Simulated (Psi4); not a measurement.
CH3 (SMILES [CH3-]), charge -1, singlet, at a GFN2-xTB geometry (a gas-phase anion, which may not be bound at this level); QCISD(T)/6-31G (Psi4).

The Psi4 input:
```
memory 2 GB

molecule mol {
-1 1
  C     0.094435    0.098442    0.100706
  H    -0.627209   -0.621425    0.624633
  H     0.663992   -0.608499   -0.598808
  H    -0.603395    0.639270   -0.630059
}

set basis 6-31g
set reference rhf

energy('qcisd(t)')
print_variables()
```

### Question
Write the output that Psi4 gives for this input, abridged.

### Answer

```
   => Loading Basis Set <=

    Name: 6-31G
    Role: ORBITAL
    Keyword: BASIS

         ---------------------------------------------------------
                                   SCF
               by Justin Turney, Rob Parrish, Andy Simmonett
                          and Daniel G. A. Smith
                              RHF Reference
         ---------------------------------------------------------

  ==> Geometry <==

    Molecular point group: c1
    Full point group: C1

    Geometry (in Angstrom), charge = -1, multiplicity = 1:

       Center              X                  Y                   Z               Mass
    ------------   -----------------  -----------------  -----------------  -----------------
         C            0.057015279248     0.059434506085     0.060801128083    12.000000000000
         H           -0.664628720752    -0.660432493915     0.584728128083     1.007825032230
         H            0.626572279248    -0.647506493915    -0.638712871917     1.007825032230
         H           -0.640814720752     0.600262506085    -0.669963871917     1.007825032230

  Running in c1 symmetry.

  Rotational constants: A =      7.59572  B =      7.59571  C =      5.28629 [cm^-1]
  Rotational constants: A = 227714.01542  B = 227713.76957  C = 158479.02722 [MHz]
  Nuclear repulsion =    9.203634561773619

  Charge       = -1
  Multiplicity = 1
  Electrons    = 10
  Nalpha       = 5
  Nbeta        = 5

  ==> Algorithm <==

  SCF Algorithm Type is PK.
  DIIS enabled.
  MOM disabled.
  Fractional occupation disabled.
  Guess Type is SAD.
  Energy threshold   = 1.00e-08
  Density threshold  = 1.00e-08
  Integral threshold = 1.00e-12

  ==> Primary Basis <==

  Basis Set: 6-31G
    Blend: 6-31G
    Number of shells: 11
    Number of basis functions: 15
    Number of Cartesian functions: 15
    Spherical Harmonics?: false
    Max angular momentum: 1

  ==> Integral Setup <==

  Using in-core PK algorithm.
   Calculation information:
      Number of atoms:                   4
      Number of AO shells:              11
      Number of primitives:             26
      Number of atomic orbitals:        15
      Number of basis functions:        15

      Integral cutoff                 1.00e-12
      Number of threads:                 1

  Performing in-core PK
  Using 14520 doubles for integral storage.
  We computed 2211 shell quartets total.
  Whereas there are 2211 unique shell quartets.

  ==> DiskJK: Disk-Based J/K Matrices <==

    J tasked:                  Yes
    K tasked:                  Yes
    wK tasked:                  No
    Schwarz Cutoff:          1E-12

  Minimum eigenvalue in the overlap matrix is 2.6466941309E-02.
  Reciprocal condition number of the overlap matrix is 6.8163862311E-03.
    Using symmetric orthogonalization.

  ==> Pre-Iterations <==

  SCF Guess: Superposition of Atomic Densities via on-the-fly atomic UHF (no occupation information).

   -------------------------
    Irrep   Nso     Nmo
   -------------------------
     A         15      15
   -------------------------
    Total      15      15
   -------------------------

  ==> Iterations <==

                        Total Energy        Delta E     RMS |[F,P]|

   @RHF iter SAD:   -38.84755797911191   -3.88476e+01   0.00000e+00
   @RHF iter   1:   -39.32217736640177   -4.74619e-01   2.97538e-02 DIIS/ADIIS
   @RHF iter   2:   -39.42415652274359   -1.01979e-01   1.38116e-02 DIIS/ADIIS
   @RHF iter   3:   -39.44746738901519   -2.33109e-02   1.09066e-03 DIIS/ADIIS
   @RHF iter   4:   -39.44783105686432   -3.63668e-04   1.89528e-04 DIIS/ADIIS
   @RHF iter   5:   -39.44784643590972   -1.53790e-05   4.70786e-05 DIIS
   @RHF iter   6:   -39.44784800427043   -1.56836e-06   1.39027e-05 DIIS
   @RHF iter   7:   -39.44784815883991   -1.54569e-07   2.89323e-06 DIIS
   @RHF iter   8:   -39.44784816312415   -4.28424e-09   2.52378e-07 DIIS
   @RHF iter   9:   -39.44784816314039   -1.62430e-11   2.68677e-08 DIIS
[...]
  @RHF Final Energy:   -39.44784816314051
    Total Energy =                        -39.4478481631405060
[...]
        v(ab,ci) diagrams will be evaluated in   1 blocks over ov.

  Allocate cpu memory (     0.10 mb).....done.
  Initialize cpu memory..................done.

  ==> MP4(SDQ) <==

  Begin singles and doubles quadratic ci iterations

   Iter  DIIS          Energy       d(Energy)          |d(T)|     time
      0   0 1   -0.1134932720   -0.1134932720    0.0137365307        0
      1   1 1   -0.1145763984   -0.0010831264    0.0057260187        0
      2   2 1   -0.1153474946   -0.0007710962    0.0026623469        0
      3   3 1   -0.1153182601    0.0000292345    0.0005134284        0
      4   4 1   -0.1153260725   -0.0000078124    0.0001846701        0
      5   5 1   -0.1153260725   -0.0000000000    0.0000734335        0
      6   6 1   -0.1153251233    0.0000009493    0.0000155417        0
      7   7 1   -0.1153251208    0.0000000025    0.0000027045        0
      8   8 1   -0.1153251107    0.0000000101    0.0000003969        1
      9   8 2   -0.1153251125   -0.0000000018    0.0000000779        0

  QCISD iterations converged!

        T1 diagnostic:                         0.005496733076
        D1 diagnostic:                         0.010293950542

        OS MP2 correlation energy:            -0.080828266472
        SS MP2 correlation energy:            -0.017120649100
        MP2 correlation energy:               -0.097948915572
      * MP2 total energy:                    -39.545797078712

        OS MP2.5 correlation energy:          -0.087428755551
        SS MP2.5 correlation energy:          -0.016470229349
        MP2.5 correlation energy:             -0.103898984901
      * MP2.5 total energy:                  -39.551747148041

        OS MP3 correlation energy:            -0.094029244631
        SS MP3 correlation energy:            -0.015819809598
        MP3 correlation energy:               -0.109849054230
      * MP3 total energy:                    -39.557697217370

        OS MP4(SDQ) correlation energy:       -0.098525695372
        SS MP4(SDQ) correlation energy:       -0.014733537920
        MP4(SDQ) correlation energy:          -0.113903094789
      * MP4(SDQ) total energy:               -39.561751257930

        OS QCISD correlation energy:          -0.100537158515
        SS QCISD correlation energy:          -0.014787953951
        QCISD correlation energy:             -0.115325112465
      * QCISD total energy:                  -39.563173275606

  Total time for QCISD iterations:       0.04 s (user)
                                         0.01 s (system)
                                            1 s (total)

  Time per iteration:                    0.00 s (user)
                                         0.00 s (system)
                                         0.11 s (total)

        ==> Resort (ov|vv) integrals for low-memory (T) computation <==

        *******************************************************
        *                                                     *
        *                     QCISD(T)                        *
        *                                                     *
        *******************************************************

        Using low-memory algorithm.

        num_threads:                      1
        memory requirements:        0.05 mb

        Number of abc combinations: 220

        Computing (T) correction...

        % complete  total time
              10.0
              20.0
              30.0
              40.0
              50.0
              60.0
              70.0
              80.0
              90.0

        (T) energy                             -0.001959586200

        QCISD(T) correlation energy            -0.117284698665
      * QCISD(T) total energy                 -39.565132861806

  Variable Map:
  ----------------------------------------------------------------------------
[...]
  Array Variable Map:
  ----------------------------------------------------------------------------
[...]
[...]
```
